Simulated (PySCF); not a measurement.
Atomic charges by several schemes

Compound: C₅H₃FNO₂S (charge -1).
Cartesian coordinates in Å at the GFN2-xTB level; atoms count from 1:
```
atom  x, y, z in Å
C1     2.4857   -0.0811    0.1580
C2     1.0127   -0.2692    0.1802
N3     0.1535    0.6303   -0.0876
C4    -1.1425    0.2247   -0.0009
C5    -2.3546    1.2371   -0.3073
O6    -3.4664    0.7347   -0.1909
O7    -1.9863    2.3636   -0.6123
C8    -1.2524   -1.0728    0.3581
F9    -2.3326   -1.8249    0.5453
S10    0.3217   -1.8415    0.6042
H11    2.7010    0.9456   -0.1257
H12    2.9456   -0.7615   -0.5585
H13    2.9101   -0.2845    1.1411
```

Density: PBE0/pcSseg-1 (PySCF); schemes: Mulliken, IAO, Hirshfeld and ESP-fitted. Isolated species at its GFN2-xTB geometry, gas phase. The pcSseg-1 basis has no diffuse functions, a weakness for an anion.

Q: Do the Mulliken, IAO, Hirshfeld and ESP-fitted schemes agree on where the charge is lowest?

A: All schemes agree: Mulliken O6 (-0.551); IAO O6 (-0.641); Hirshfeld O6 (-0.430); ESP-fitted O6 (-0.744).

Q: For which atoms does the sign change between the 4 schemes (beyond +0.03 e in one, beyond −0.03 e in another)?

A: C2, C4 and S10. Atomic charges aren't observables, and each scheme defines them in its own way.

Q: Tabulate the Mulliken, IAO, Hirshfeld and ESP-fitted charges.

A: In e:

| atom | environment | Mulliken | IAO | Hirshfeld | ESP-fitted |
| --- | --- | --- | --- | --- | --- |
| C1 | benzylic-type carbon | -0.158 | -0.435 | -0.131 | -0.393 |
| C2 | substituted aromatic carbon | -0.168 | +0.004 | +0.032 | +0.385 |
| N3 | pyridine-type nitrogen | -0.349 | -0.250 | -0.166 | -0.479 |
| C4 | substituted aromatic carbon | -0.073 | -0.050 | -0.034 | +0.087 |
| C5 | carboxylate carbon | +0.506 | +0.516 | +0.096 | +0.747 |
| O6 | carboxylate oxygen | -0.551 | -0.641 | -0.430 | -0.744 |
| O7 | carboxylate oxygen | -0.535 | -0.617 | -0.417 | -0.707 |
| C8 | aromatic C–F carbon | +0.132 | +0.126 | +0.030 | +0.033 |
| F9 | aryl fluorine | -0.245 | -0.239 | -0.083 | -0.083 |
| S10 | thiophene-type sulfur | +0.080 | +0.131 | -0.017 | -0.181 |
| H11 | methyl hydrogen | +0.130 | +0.167 | +0.049 | +0.122 |
| H12 | methyl hydrogen | +0.115 | +0.144 | +0.035 | +0.106 |
| H13 | methyl hydrogen | +0.115 | +0.144 | +0.035 | +0.107 |

Mean size of the charges over all atoms: ESP-fitted 0.321 e, IAO 0.266 e, Mulliken 0.243 e, Hirshfeld 0.120 e. Each set sums to the total charge, -1, to within 0.001 e. The ESP scheme is a least-squares fit of atom-centred charges to the potential on four shells outside the van der Waals surface, with the total charge fixed. The Mulliken scheme counts on each atom the diagonal of the density matrix times the overlap matrix over that atom's basis functions.

Q: How many electrons does the Hirshfeld scheme count on C1?

A: Z − q = 6 − (-0.131) = 6.131.

Q: How closely do the schemes follow one another over all atoms?

A: Correlation coefficient and root-mean-square difference: Mulliken with IAO 0.95, 0.103 e; IAO with Hirshfeld 0.92, 0.187 e; IAO with ESP-fitted 0.90, 0.181 e; Hirshfeld with ESP-fitted 0.89, 0.271 e; Mulliken with Hirshfeld 0.89, 0.161 e; Mulliken with ESP-fitted 0.85, 0.221 e.

Q: Sum the charges by element, for elements with more than one atom.

A: 
| element | atoms | Mulliken | IAO | Hirshfeld | ESP-fitted |
| --- | --- | --- | --- | --- | --- |
| C | 5 | +0.239 | +0.161 | -0.007 | +0.859 |
| O | 2 | -1.087 | -1.258 | -0.848 | -1.451 |
| H | 3 | +0.361 | +0.455 | +0.120 | +0.335 |
